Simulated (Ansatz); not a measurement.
Born–Oppenheimer molecular dynamics of ClF₃Zr (5 atoms, charge 0, multiplicity 1). It starts from a relaxed structure.

The calculation used Ansatz 0.2.0, RKS r2SCAN/def2-SVP.

```json
{
 "ensemble": "NVT, Nosé–Hoover chain",
 "time step": "2 fs",
 "steps asked": "250",
 "set temperature": "300 K",
 "thermostat": "time constant 20 fs, chain length 1",
 "seed": "348321"
}
```

Frames 10 fs apart, positions in Å.

Velocities at 0 fs (Å/ps):

```
Zr -0.80 -0.93 2.41
F -2.74 0.57 -1.42
Cl 2.18 0.55 -3.29
F 1.12 5.16 -2.50
F 1.37 -2.29 -1.52
```

```xyz
5
Properties=species:S:1:pos:R:3 time_fs=0 energy_less_start_eV=0.000 T=300
Zr 0.026 0.000 -0.009
F 0.007 0.000 1.886
Cl 2.243 0.000 -0.792
F -0.882 1.542 -0.632
F -0.882 -1.542 -0.632
5
Properties=species:S:1:pos:R:3 time_fs=10 energy_less_start_eV=0.057 T=160
Zr 0.018 -0.008 0.012
F -0.020 0.005 1.879
Cl 2.261 0.005 -0.824
F -0.866 1.584 -0.652
F -0.867 -1.562 -0.645
5
Properties=species:S:1:pos:R:3 time_fs=20 energy_less_start_eV=0.058 T=192
Zr 0.010 -0.009 0.018
F -0.050 0.010 1.905
Cl 2.266 0.010 -0.849
F -0.828 1.583 -0.653
F -0.846 -1.569 -0.651
5
Properties=species:S:1:pos:R:3 time_fs=30 energy_less_start_eV=0.080 T=231
Zr 0.008 -0.005 0.014
F -0.085 0.014 1.942
Cl 2.247 0.015 -0.867
F -0.773 1.549 -0.640
F -0.820 -1.566 -0.650
5
Properties=species:S:1:pos:R:3 time_fs=40 energy_less_start_eV=0.089 T=335
Zr 0.021 -0.007 0.018
F -0.125 0.018 1.946
Cl 2.202 0.020 -0.878
F -0.734 1.544 -0.640
F -0.799 -1.565 -0.652
5
Properties=species:S:1:pos:R:3 time_fs=50 energy_less_start_eV=0.109 T=484
Zr 0.048 -0.018 0.036
F -0.169 0.022 1.908
Cl 2.145 0.026 -0.886
F -0.723 1.593 -0.665
F -0.787 -1.575 -0.660
5
Properties=species:S:1:pos:R:3 time_fs=60 energy_less_start_eV=0.278 T=113
Zr 0.067 -0.025 0.050
F -0.212 0.025 1.888
Cl 2.108 0.031 -0.900
F -0.710 1.622 -0.681
F -0.777 -1.583 -0.666
5
Properties=species:S:1:pos:R:3 time_fs=70 energy_less_start_eV=0.171 T=492
Zr 0.061 -0.021 0.050
F -0.255 0.027 1.929
Cl 2.118 0.035 -0.929
F -0.673 1.586 -0.667
F -0.762 -1.576 -0.663
5
Properties=species:S:1:pos:R:3 time_fs=80 energy_less_start_eV=0.258 T=373
Zr 0.038 -0.013 0.049
F -0.290 0.027 1.980
Cl 2.168 0.038 -0.970
F -0.636 1.528 -0.644
F -0.750 -1.563 -0.658
5
Properties=species:S:1:pos:R:3 time_fs=90 energy_less_start_eV=0.242 T=412
Zr 0.025 -0.017 0.065
F -0.306 0.025 1.977
Cl 2.223 0.039 -1.003
F -0.651 1.548 -0.656
F -0.756 -1.564 -0.660
5
Properties=species:S:1:pos:R:3 time_fs=100 energy_less_start_eV=0.313 T=195
Zr 0.027 -0.025 0.087
F -0.306 0.021 1.933
Cl 2.255 0.037 -1.015
F -0.700 1.606 -0.684
F -0.779 -1.573 -0.666
5
Properties=species:S:1:pos:R:3 time_fs=110 energy_less_start_eV=0.292 T=253
Zr 0.038 -0.023 0.082
F -0.299 0.016 1.916
Cl 2.254 0.031 -1.000
F -0.736 1.604 -0.681
F -0.801 -1.567 -0.660
```

Of the whole run (500 fs, mean temperature of the second half 312 K): The conserved energy stayed within 0.59 meV per atom of its start (net change 0.16 meV per atom), so the integration is sound. A run of 0.5 ps of so small a system gives no equilibrium averages.

Time of the run: 18 min on 2 threads of Arm Neoverse V1, with other jobs on the host, peak memory 0.17 GiB.
